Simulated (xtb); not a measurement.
NiO3, SMILES [O]=[Ni]1[O][O]1, multiplicity 1. All values are semi-empirical tight-binding results from xtb (GFN2-xTB unless named), good for trends rather than for accurate numbers. The structure is a stationary point at GFN2-xTB. The multiplicity is an assumed one; other spin states were not compared.

Optimised geometry:

```xyz
4

Ni     0.0856     0.2422     0.0000
O     -0.1858     1.6682     0.0000
O      0.6091    -1.1875     0.0000
O     -0.7231    -1.3285     0.0000
```
Charge 0, spin multiplicity 1.

For metal compounds this method's bond lengths and energies can be far off.

```json
{
 "point_group_as_xtb_finds_it": "Cs",
 "orbital_gap": "0.69 eV",
 "zero_point_energy": "5.0 kcal/mol",
 "G − E(el) at 298.15 K (modified RRHO)": "-12.2 kcal/mol"
}
```

Computed atomic charges and the Wiberg bond orders between heavy atoms:
charges (e) Ni1 0.75, O2 -0.38, O3 -0.16, O4 -0.22. Bond orders Ni1–O2 2.00, Ni1–O3 1.21, Ni1–O4 0.87, O3–O4 1.06.
